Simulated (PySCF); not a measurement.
## Fractional electron number in Ga⁺ (gallium, charge +1)

The 4s beta orbital of [Ar] 3d10 4s2 is emptied in steps (occupation f), with all orbitals relaxed, ending at [Ar] 3d10 4s1. Computed with PySCF 2.14 in aug-cc-pVDZ-PP with ECP10MDF (5s4p3d, 32 functions), with a scalar-relativistic core potential. The exact energy is a straight line in f; departures are measured from the line between the end points of the same method.

```
  f  UHF (eV)  LDA (eV)  PBE (eV)  PBE0 (eV)  r2SCAN (eV)  LC-wPBE (eV)  BHandHLYP (eV)  wB97X (eV)  BLYP (eV)  r2SCAN0 (eV)
  1     0.000     0.000     0.000      0.000        0.000         0.000           0.000       0.000      0.000         0.000
0.9     0.024    -0.405    -0.401     -0.291       -0.350        -0.037          -0.202      -0.091     -0.412        -0.257
0.7     0.054    -0.947    -0.940     -0.681       -0.809        -0.087          -0.474      -0.208     -0.967        -0.594
0.5     0.061    -1.128    -1.124     -0.813       -0.956        -0.106          -0.571      -0.236     -1.157        -0.701
0.3     0.050    -0.946    -0.948     -0.685       -0.798        -0.098          -0.487      -0.178     -0.978        -0.585
0.1     0.021    -0.405    -0.407     -0.293       -0.341        -0.047          -0.213      -0.051     -0.422        -0.250
  0     0.000     0.000     0.000      0.000        0.000         0.000           0.000       0.000      0.000         0.000
```

Q: For wB97X, how does the orbital energy at f = 1 compare with the removal energy?

A: −ε = 19.649 eV against a total-energy difference of 20.661 eV. By Janak's theorem ε = ∂E/∂f, so the gap between them reflects the curvature. Along the path −ε is 19.859 (f = 0.9), 20.296 (f = 0.7), 20.743 (f = 0.5), 21.152 (f = 0.3), 21.360 (f = 0.1) eV.

```csv
method,E(f=0) − E(f=1) (eV),−ε at f=1 (eV),−ε at f=0.5 (eV)
UHF,18.762,19.031,18.751
LDA,21.100,16.600,21.103
PBE,20.695,16.247,20.670
PBE0,20.384,17.152,20.374
r2SCAN,20.496,16.585,20.525
LC-wPBE,20.287,19.864,20.255
BHandHLYP,20.316,18.086,20.280
wB97X,20.661,19.649,20.743
BLYP,20.860,16.288,20.828
r2SCAN0,20.294,17.420,20.317
```

As f goes to zero the orbital energy of a semilocal functional can turn back, because the density of that orbital vanishes from the exchange-correlation potential.

Reference removal energy between the ground levels: 20.515 eV (measured; NIST Atomic Spectra Database, ionization energies). UHF lacks correlation.
